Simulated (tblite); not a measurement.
A geometry optimisation, step by step.

C₈H₁₄NP.
SMILES with atom numbers: `[CH2:1]=[CH:2][C@@H:3]1[C@@H:4]([CH3:5])[P@@:6]1(=[NH:7])/[CH:8]=[CH:9]/[CH3:10]` (hydrogens: H11, H12 on C1; H13 on C2; H14 on C3; H15 on C4; H16, H17, H18 on C5; H19 on N7; H20 on C8; H21 on C9; H22, H23, H24 on C10)

Computed with GFN2-xTB (tblite), gas phase: L-BFGS steps from a force-field or distance-geometry start until the largest atomic force falls under 0.01 eV/Å. 8 of its 242 geometries are shown.

Step 0: E = -804.3816 eV, largest atomic force 3.789 eV/Å
```
atom  x, y, z in Å  |  force x, y, z in eV/Å
C1     -1.870    2.422   -0.197   -0.790   1.285   0.176
C2     -2.264    1.175   -0.196    0.054  -0.969  -0.284
C3     -1.361    0.016   -0.426    0.067   1.046  -1.960
C4     -1.548   -1.154    0.495   -2.536  -1.105   0.944
C5     -1.661   -2.463   -0.190   -1.649  -1.545  -0.352
P6     -0.086   -0.274    0.833    1.388   3.026   1.809
N7     -0.136    0.745    2.027   -0.063   0.020   0.369
C8      1.503   -0.582    0.124    0.962  -0.797  -0.907
C9      2.432    0.371    0.212   -1.100  -0.011   0.216
C10     3.778    0.227   -0.344    1.631   1.713   0.279
H11    -0.877    2.774   -0.383    0.214  -0.121  -0.078
H12    -2.632    3.186   -0.001    0.559  -0.134  -0.100
H13    -3.313    0.965    0.025    0.300  -0.159  -0.053
H14    -1.094   -0.227   -1.492   -0.538   0.253   0.923
H15    -2.388   -0.964    1.238    1.172  -0.161  -0.525
H16    -1.976   -2.260   -1.241    0.620  -0.520   0.539
H17    -0.801   -3.130   -0.107   -0.035   0.314  -0.286
H18    -2.534   -3.029    0.247    0.837   0.329  -0.309
H19     0.391    1.621    1.905   -0.307  -0.781  -0.029
H20     1.790   -1.497   -0.386   -0.340  -0.040   0.051
H21     2.149    1.300    0.726    0.437  -0.374  -0.219
H22     4.489    0.148    0.527   -0.451  -0.347  -0.862
H23     4.083    1.218   -0.805   -0.320  -1.061   0.192
H24     3.914   -0.568   -1.083   -0.113   0.137   0.465
```

Step 34: E = -805.2589 eV, largest atomic force 0.159 eV/Å
```
atom  x, y, z in Å  |  force x, y, z in eV/Å
C1     -1.992    2.519   -0.289   -0.045   0.029  -0.038
C2     -2.385    1.258   -0.294   -0.029  -0.011  -0.009
C3     -1.433    0.144   -0.457   -0.014  -0.058   0.047
C4     -1.553   -1.104    0.462    0.074  -0.040   0.032
C5     -1.498   -2.496   -0.137    0.020   0.028  -0.036
P6     -0.141   -0.025    0.850    0.014  -0.026   0.021
N7     -0.241    0.610    2.268   -0.069   0.040   0.027
C8      1.402   -0.442   -0.003   -0.012  -0.041   0.031
C9      2.470    0.314    0.232    0.046  -0.022   0.022
C10     3.823    0.135   -0.372   -0.141  -0.034   0.050
H11    -0.956    2.789   -0.421    0.014  -0.042   0.002
H12    -2.687    3.329   -0.172   -0.056   0.098   0.024
H13    -3.426    1.007   -0.142   -0.057  -0.037   0.003
H14    -1.168   -0.088   -1.485    0.033   0.020   0.010
H15    -2.311   -0.989    1.234    0.020   0.076  -0.022
H16    -1.748   -2.469   -1.196    0.023  -0.011  -0.054
H17    -0.509   -2.937   -0.025   -0.012  -0.036  -0.049
H18    -2.214   -3.151    0.355    0.039   0.030   0.020
H19     0.287    1.457    2.406    0.059   0.118   0.010
H20     1.400   -1.262   -0.703    0.045  -0.026  -0.063
H21     2.369    1.131    0.941    0.071  -0.051  -0.006
H22     4.562    0.038    0.428   -0.045   0.006  -0.145
H23     4.090    1.009   -0.974   -0.034  -0.126   0.090
H24     3.846   -0.757   -0.999    0.056   0.116   0.035
```

Step 69: E = -805.3346 eV, largest atomic force 0.097 eV/Å
```
atom  x, y, z in Å  |  force x, y, z in eV/Å
C1     -2.231    2.543   -0.357   -0.019   0.010  -0.019
C2     -2.470    1.242   -0.319    0.016   0.011   0.095
C3     -1.408    0.222   -0.419   -0.048  -0.042  -0.023
C4     -1.491   -1.039    0.484    0.022   0.021  -0.006
C5     -1.323   -2.404   -0.150    0.007  -0.029  -0.029
P6     -0.134    0.093    0.914    0.036   0.024  -0.005
N7     -0.220    0.767    2.317    0.017   0.029  -0.009
C8      1.371   -0.381    0.024   -0.027   0.026   0.028
C9      2.552    0.099    0.401   -0.028   0.017  -0.036
C10     3.810   -0.076   -0.375    0.020   0.019   0.011
H11    -1.234    2.935   -0.484    0.023  -0.066   0.008
H12    -3.016    3.273   -0.270   -0.046   0.001  -0.016
H13    -3.480    0.877   -0.173    0.017   0.003   0.006
H14    -1.078    0.019   -1.434    0.001  -0.005  -0.004
H15    -2.299   -0.984    1.211    0.015   0.063  -0.023
H16    -1.699   -2.403   -1.171   -0.048   0.003  -0.038
H17    -0.280   -2.709   -0.176    0.074  -0.008  -0.024
H18    -1.869   -3.159    0.409   -0.024   0.000   0.052
H19     0.213    1.681    2.381    0.000  -0.062  -0.020
H20     1.260   -0.963   -0.880   -0.023   0.031   0.019
H21     2.619    0.688    1.308   -0.020   0.002  -0.011
H22     4.655   -0.262    0.283    0.003  -0.056   0.025
H23     4.021    0.847   -0.919    0.024  -0.001   0.001
H24     3.722   -0.885   -1.097    0.007   0.008   0.017
```

Step 103: E = -805.4279 eV, largest atomic force 0.118 eV/Å
```
atom  x, y, z in Å  |  force x, y, z in eV/Å
C1     -2.562    2.512   -0.435    0.015  -0.020  -0.008
C2     -2.627    1.204   -0.238    0.031   0.055   0.051
C3     -1.487    0.289   -0.450   -0.050  -0.043  -0.010
C4     -1.376   -0.964    0.457   -0.023   0.013   0.018
C5     -1.224   -2.322   -0.180    0.029  -0.016  -0.008
P6     -0.083    0.273    0.760   -0.024   0.005   0.060
N7     -0.150    0.907    2.181    0.059   0.036   0.049
C8      1.422   -0.169   -0.135   -0.024   0.027   0.001
C9      2.610    0.046    0.418    0.011  -0.007  -0.021
C10     3.911   -0.312   -0.210    0.040  -0.005  -0.007
H11    -1.651    2.982   -0.775   -0.034  -0.024  -0.002
H12    -3.403    3.163   -0.263    0.026  -0.046  -0.015
H13    -3.543    0.756    0.135    0.067   0.016  -0.031
H14    -1.230    0.112   -1.491   -0.005   0.013  -0.011
H15    -2.092   -0.941    1.277   -0.052  -0.013  -0.026
H16    -2.111   -2.546   -0.776    0.034  -0.046   0.050
H17    -0.355   -2.362   -0.835   -0.036   0.013  -0.002
H18    -1.109   -3.093    0.583   -0.019   0.061  -0.070
H19     0.327    1.796    2.264   -0.005   0.016   0.010
H20     1.312   -0.593   -1.122    0.028  -0.019  -0.009
H21     2.668    0.494    1.405   -0.070  -0.029  -0.022
H22     4.429   -1.036    0.422    0.004   0.024  -0.043
H23     4.550    0.570   -0.285   -0.056  -0.080  -0.035
H24     3.763   -0.746   -1.199    0.053   0.070   0.079
```

Step 138: E = -805.4523 eV, largest atomic force 0.056 eV/Å
```
atom  x, y, z in Å  |  force x, y, z in eV/Å
C1     -2.569    2.520   -0.558   -0.012  -0.043  -0.012
C2     -2.587    1.251   -0.176   -0.005   0.031   0.034
C3     -1.491    0.302   -0.424    0.014   0.024   0.006
C4     -1.390   -0.969    0.452   -0.022   0.003  -0.002
C5     -1.177   -2.311   -0.203   -0.010  -0.024  -0.013
P6     -0.094    0.251    0.802   -0.020   0.011  -0.007
N7     -0.138    0.867    2.234    0.033  -0.015   0.009
C8      1.389   -0.170   -0.138    0.024  -0.014   0.015
C9      2.572   -0.039    0.449    0.034   0.042   0.013
C10     3.885   -0.322   -0.190    0.008  -0.013   0.027
H11    -1.737    2.937   -1.102   -0.028  -0.026  -0.017
H12    -3.385    3.186   -0.337    0.005   0.017  -0.019
H13    -3.421    0.874    0.403   -0.024   0.008   0.008
H14    -1.216    0.170   -1.466   -0.013   0.014  -0.007
H15    -2.127   -0.982    1.252   -0.020  -0.022   0.013
H16    -2.131   -2.705   -0.557    0.048   0.013  -0.018
H17    -0.498   -2.233   -1.050   -0.037  -0.005   0.026
H18    -0.755   -3.022    0.507   -0.030   0.021  -0.022
H19     0.306    1.774    2.313    0.000  -0.017  -0.014
H20     1.277   -0.492   -1.162    0.009  -0.008   0.004
H21     2.597    0.300    1.479    0.028   0.002   0.006
H22     4.425   -1.072    0.388   -0.003  -0.002  -0.016
H23     4.495    0.581   -0.199    0.005  -0.004  -0.018
H24     3.757   -0.679   -1.209    0.019   0.008   0.004
```

Step 172: E = -805.5345 eV, largest atomic force 0.100 eV/Å
```
atom  x, y, z in Å  |  force x, y, z in eV/Å
C1     -2.670    2.382   -0.833   -0.034  -0.064   0.004
C2     -2.377    1.394    0.002   -0.053  -0.014   0.030
C3     -1.411    0.340   -0.299   -0.027  -0.002  -0.015
C4     -1.430   -1.005    0.480   -0.037   0.029  -0.045
C5     -1.339   -2.278   -0.324   -0.019  -0.032  -0.021
P6     -0.050    0.068    0.950    0.008   0.049  -0.008
N7     -0.098    0.614    2.409    0.022   0.005   0.001
C8      1.431   -0.311   -0.009    0.032   0.017  -0.016
C9      2.620    0.021    0.485    0.000  -0.011   0.016
C10     3.927   -0.172   -0.199   -0.014  -0.011   0.002
H11    -2.240    2.426   -1.822   -0.007   0.032   0.027
H12    -3.350    3.174   -0.569    0.002  -0.036  -0.006
H13    -2.819    1.360    0.993    0.071   0.015  -0.065
H14    -1.147    0.259   -1.349    0.010  -0.016   0.020
H15    -2.183   -1.035    1.265   -0.004   0.008  -0.007
H16    -2.299   -2.463   -0.810    0.044  -0.016   0.003
H17    -0.575   -2.208   -1.097   -0.039  -0.003   0.056
H18    -1.107   -3.134    0.312   -0.009   0.097  -0.023
H19     0.334    1.524    2.523    0.027  -0.039   0.024
H20     1.305   -0.740   -0.993    0.039   0.012   0.034
H21     2.661    0.461    1.477    0.000  -0.029  -0.017
H22     4.543   -0.869    0.369    0.008   0.004   0.022
H23     4.464    0.774   -0.246    0.009   0.003  -0.007
H24     3.799   -0.560   -1.206   -0.029  -0.001  -0.010
```

Step 207: E = -805.5599 eV, largest atomic force 0.027 eV/Å
```
atom  x, y, z in Å  |  force x, y, z in eV/Å
C1     -2.936    2.273   -0.882    0.015  -0.011   0.012
C2     -2.427    1.420   -0.004   -0.018   0.011  -0.001
C3     -1.381    0.448   -0.307   -0.022   0.002  -0.007
C4     -1.376   -0.909    0.456   -0.008   0.018  -0.001
C5     -1.291   -2.180   -0.349   -0.008  -0.009   0.004
P6     -0.007    0.174    0.925    0.018  -0.001   0.015
N7     -0.032    0.639    2.413   -0.004   0.003   0.013
C8      1.473   -0.215   -0.033    0.008   0.005   0.003
C9      2.667   -0.054    0.527   -0.002   0.001  -0.007
C10     3.968   -0.310   -0.147   -0.001   0.000  -0.011
H11    -2.608    2.294   -1.909   -0.009  -0.007   0.018
H12    -3.698    2.982   -0.608    0.007  -0.002  -0.003
H13    -2.769    1.420    1.024    0.019   0.014  -0.014
H14    -1.115    0.380   -1.357   -0.010  -0.007  -0.014
H15    -2.123   -0.944    1.246   -0.008  -0.006   0.002
H16    -2.257   -2.382   -0.813    0.005  -0.009  -0.014
H17    -0.544   -2.104   -1.135    0.014  -0.002  -0.005
H18    -1.035   -3.023    0.290    0.003  -0.002  -0.005
H19     0.484    1.490    2.595    0.005   0.009  -0.003
H20     1.354   -0.536   -1.058    0.000   0.010   0.010
H21     2.719    0.277    1.558   -0.012  -0.005   0.001
H22     4.511   -1.095    0.378    0.008  -0.003   0.012
H23     4.586    0.587   -0.123   -0.004  -0.001   0.007
H24     3.823   -0.612   -1.181    0.003  -0.008  -0.013
```

Step 241: E = -805.5629 eV, largest atomic force 0.009 eV/Å
```
atom  x, y, z in Å  |  force x, y, z in eV/Å
C1     -2.995    2.248   -0.863    0.002   0.006  -0.006
C2     -2.419    1.437    0.013   -0.008  -0.004   0.002
C3     -1.386    0.460   -0.321   -0.001   0.004   0.002
C4     -1.372   -0.896    0.446    0.003  -0.002  -0.001
C5     -1.264   -2.163   -0.363   -0.002  -0.005  -0.002
P6     -0.005    0.195    0.903    0.001  -0.001   0.003
N7     -0.026    0.677    2.386    0.001   0.003   0.000
C8      1.478   -0.199   -0.050    0.001   0.004   0.003
C9      2.665   -0.085    0.535    0.000   0.000  -0.002
C10     3.974   -0.346   -0.122    0.000   0.000  -0.001
H11    -2.742    2.222   -1.911   -0.004   0.000   0.003
H12    -3.740    2.967   -0.568    0.002  -0.001   0.002
H13    -2.684    1.481    1.062    0.001   0.001  -0.004
H14    -1.151    0.387   -1.378    0.001  -0.001   0.000
H15    -2.121   -0.942    1.234    0.002  -0.001  -0.001
H16    -2.213   -2.364   -0.862    0.006   0.002   0.001
H17    -0.489   -2.084   -1.122   -0.002  -0.001   0.000
H18    -1.029   -3.010    0.280    0.000   0.002  -0.001
H19     0.495    1.530    2.553   -0.001   0.000   0.002
H20     1.367   -0.477   -1.088    0.001  -0.002   0.004
H21     2.703    0.209    1.578   -0.005  -0.001  -0.002
H22     4.503   -1.139    0.406    0.001  -0.002   0.001
H23     4.597    0.547   -0.078    0.003   0.002   0.000
H24     3.844   -0.636   -1.162   -0.001  -0.003  -0.003
```

**Question.** Summarise the path.

**Answer.** The energy falls by 27.24 kcal/mol from step 0 to step 241; nine tenths of that is first reached at step 130. It rises by more than 0.2 meV at steps 91 and 159. The largest force goes from 3.789 to 0.009 eV/Å. Among the bonds C4–P6 changes most, from 1.739 to 1.808 Å; the atoms move by 1.033 Å rms after alignment.

**Question.** Follow the three bonds and two angles with the largest change from start to end.

**Answer.** 
| step | E above end (kcal/mol) | largest force (eV/Å) | C4–P6 (Å) | C3–C4 (Å) | C4–H15 (Å) | C4–P6–C8 (°) | C3–P6–N7 (°) |
| --- | --- | --- | --- | --- | --- | --- | --- |
| 0 | 27.24 | 3.789 | 1.739 | 1.501 | 1.138 | 126.1 | 113.7 |
| 10 | 10.59 | 0.300 | 1.826 | 1.559 | 1.090 | 118.7 | 119.8 |
| 21 | 8.45 | 0.185 | 1.819 | 1.552 | 1.089 | 115.8 | 121.4 |
| 31 | 7.37 | 0.193 | 1.818 | 1.548 | 1.087 | 115.6 | 122.2 |
| 42 | 6.40 | 0.114 | 1.816 | 1.554 | 1.086 | 112.5 | 125.0 |
| 52 | 5.84 | 0.119 | 1.818 | 1.553 | 1.087 | 111.0 | 124.3 |
| 63 | 5.45 | 0.106 | 1.819 | 1.551 | 1.088 | 110.3 | 125.3 |
| 73 | 5.11 | 0.085 | 1.820 | 1.550 | 1.089 | 109.6 | 125.9 |
| 84 | 4.46 | 0.176 | 1.823 | 1.549 | 1.089 | 109.0 | 127.5 |
| 94 | 3.52 | 0.125 | 1.822 | 1.549 | 1.088 | 109.9 | 124.7 |
| 105 | 3.05 | 0.054 | 1.816 | 1.550 | 1.088 | 110.1 | 124.3 |
| 115 | 2.83 | 0.057 | 1.819 | 1.549 | 1.088 | 109.6 | 125.3 |
| 126 | 2.75 | 0.030 | 1.817 | 1.548 | 1.088 | 109.6 | 125.8 |
| 136 | 2.59 | 0.094 | 1.813 | 1.548 | 1.087 | 109.3 | 124.8 |
| 147 | 2.24 | 0.062 | 1.816 | 1.545 | 1.089 | 111.2 | 124.1 |
| 157 | 1.64 | 0.153 | 1.820 | 1.547 | 1.089 | 111.9 | 123.7 |
| 168 | 0.81 | 0.072 | 1.817 | 1.549 | 1.088 | 111.1 | 123.5 |
| 178 | 0.38 | 0.099 | 1.809 | 1.551 | 1.088 | 110.9 | 125.5 |
| 189 | 0.18 | 0.050 | 1.807 | 1.556 | 1.088 | 110.6 | 125.3 |
| 199 | 0.11 | 0.029 | 1.808 | 1.557 | 1.088 | 110.7 | 125.1 |
| 210 | 0.06 | 0.025 | 1.808 | 1.556 | 1.088 | 110.6 | 125.3 |
| 220 | 0.02 | 0.018 | 1.808 | 1.557 | 1.088 | 110.9 | 125.1 |
| 231 | 0.01 | 0.015 | 1.808 | 1.558 | 1.088 | 110.7 | 124.8 |
| 241 | 0.00 | 0.009 | 1.808 | 1.558 | 1.088 | 110.8 | 124.8 |

What follows is the cost of the whole relaxation. On one thread, Arm Neoverse V1 (aarch64) (shared host), this took 2.5 s wall.
